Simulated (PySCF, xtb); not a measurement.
Ge(F)2(Cl)(NH2) (ClF₂GeH₂N), SMILES [Cl][Ge]([F])([NH2])[F]. Other conformers were not sampled.

Harmonic wavenumbers (cm⁻¹) from GFN2-xTB (xtb) at its own minimum, in rising order: 114, 127, 150, 181, 195, 201, 381, 447, 492, 503, 670, 777, 1434, 3419, 3457.

What does PBE0-D3(BJ)/def2-SVP (PySCF) give at its own minimum? (Estimate from the structure and the level; the computed values follow.)

81, 165, 198, 242, 246, 263, 432, 459, 725, 757, 785, 880, 1530, 3594, 3705. Paired by order, the mean absolute difference is 105 cm⁻¹ and the zero-point energies are 17.9 and 20.1 kcal/mol.
